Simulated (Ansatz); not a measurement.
```yaml
crystal:
  periodic: [false, false, false]
  atoms:
    - {symbol: Ga, position_ang: [-0.688843, -0.817566, 1.451720]}
    - {symbol: H, position_ang: [0.026656, -2.117105, 1.945510]}
    - {symbol: H, position_ang: [-1.949705, -0.172909, 2.113715]}
    - {symbol: P, position_ang: [-0.986489, -0.918765, -0.971459]}
    - {symbol: Si, position_ang: [-0.491073, -2.917454, -1.867563]}
    - {symbol: Si, position_ang: [-3.046266, -0.353651, -1.665314]}
    - {symbol: Ga, position_ang: [0.682043, 0.804337, -1.430687]}
    - {symbol: H, position_ang: [1.944852, 0.159021, -2.089229]}
    - {symbol: H, position_ang: [-0.031105, 2.103356, -1.930135]}
    - {symbol: P, position_ang: [0.978172, 0.908524, 0.991191]}
    - {symbol: Si, position_ang: [3.051727, 0.360388, 1.657004]}
    - {symbol: Si, position_ang: [0.488311, 2.918630, 1.865091]}
    - {symbol: H, position_ang: [0.871735, -3.286586, -1.390480]}
    - {symbol: H, position_ang: [-0.505933, -2.827767, -3.357551]}
    - {symbol: H, position_ang: [-1.484108, -3.939280, -1.422259]}
    - {symbol: H, position_ang: [-3.071789, -0.251208, -3.154398]}
    - {symbol: H, position_ang: [-4.038397, -1.376806, -1.221283]}
    - {symbol: H, position_ang: [-3.366263, 0.968314, -1.056124]}
    - {symbol: H, position_ang: [3.102177, 0.255676, 3.145137]}
    - {symbol: H, position_ang: [3.374638, -0.957159, 1.039783]}
    - {symbol: H, position_ang: [4.026767, 1.393645, 1.198605]}
    - {symbol: H, position_ang: [1.406538, 3.954896, 1.307367]}
    - {symbol: H, position_ang: [-0.920501, 3.228488, 1.490270]}
    - {symbol: H, position_ang: [0.626845, 2.880970, 3.351089]}
basis:
  gaussian: {orbitals: def2-TZVP}
magnetization: {spin_polarized: true, initial_magnetization: 2}
hamiltonian: {xc: pbe0, dispersion: d4}
scf: {omitted_lower_state_checks: [starts]}
output: {orbitals: {seedname: orbitals}}
```

```sh
$ ansatz run in.yaml --threads 4 --pin off --events-out ev --progress --plain --max-ram 6963MiB
```

Q: Does this run fit into the memory that it is given?

A: No. It has 414 basis functions, and Ansatz plans for 7.11 GiB where 6.79 GiB are given.
